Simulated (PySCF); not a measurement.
Thionyl fluoride, SMILES FS(=O)F (F2OS), PBE0/def2-SVP optimised geometry.

```
4

O     -1.01     0.69     0.00
S     -0.60    -0.69     0.00
F     -0.68    -1.20    -1.53
F      1.01    -0.69     0.00
```

Density from PBE0/def2-TZVP (PySCF) at that geometry.

Minimum of the electron density along straight lines between bonded atoms, close to the bond critical point (lines longer than 1.1 times the sum of covalent radii, or with two minima, are not listed):

```
bond   length / Å  ρ at the minimum / e bohr⁻³  ∇²ρ there / e bohr⁻⁵  position (fraction from the first atom)
-----  ----------  ---------------------------  --------------------  ---------------------------------------
O1–S2       1.437                          ___                   ___                                     0.60
S2–F3       1.616                        0.200                 -0.04                                     0.41
S2–F4       1.616                        0.200                 -0.04                                     0.41
```

Task: Some entries are withheld; supply them.

Result: 
- O1–S2, ρ at the minimum / e bohr⁻³: 0.308
- O1–S2, ∇²ρ there / e bohr⁻⁵: 1.03
